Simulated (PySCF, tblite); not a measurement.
Isomers of C3H5FN2Si, one GFN2-xTB conformer each. Single-point energies are computed at PBE0/pcSseg-1 (PySCF, gas phase, no added dispersion term), electronic only.

Question: Rank them by PBE0/pcSseg-1 energy, lowest first (kcal/mol).
A. `[F:1][SiH2:2][c:3]1[cH:4][nH:5][cH:6][n:7]1` with F1–Si2–C3–C4 0°
B. `[N:1]#[C:2][C@@H:3]([F:4])/[CH:5]=[N:6]\[SiH3:7]` with C2–C3–C5–N6 71°

Answer: A (0.0), B (75.1).

As drawn, the lower has an aromatic ring, an N–H bond and an Si–F bond, which the higher lacks; the higher has a C≡N group and a C=N bond, which the lower lacks. GFN2-xTB itself gives, in the same order: 0.0, 75.3. Both levels put the same isomer lowest.

Which frontier levels, dipoles and rotational constants go with these structures?

| SMILES | HOMO (eV, PBE0/pcSseg-1) | LUMO (eV) | dipole (D) | A, B, C (MHz) |
| --- | --- | --- | --- | --- |
| F[SiH2]c1c[nH]cn1 | -7.02 | 0.38 | 4.01 | 6173, 1378, 1142 |
| N#C[C@@H](F)/C=N\[SiH3] | -7.69 | -1.63 | 2.65 | 3415, 1394, 1086 |

What happens when harmonic zero-point energies from GFN2-xTB frequencies are added?

```json
{"SMILES": "F[SiH2]c1c[nH]cn1", "ZPE (kcal/mol)": "49.1", "electronic (kcal/mol)": "0.0", "with ZPE (kcal/mol)": "0.0"}
{"SMILES": "N#C[C@@H](F)/C=N\\[SiH3]", "ZPE (kcal/mol)": "44.9", "electronic (kcal/mol)": "75.1", "with ZPE (kcal/mol)": "70.9"}
```

The zero-point energies span 4.2 kcal/mol. The order is unchanged.
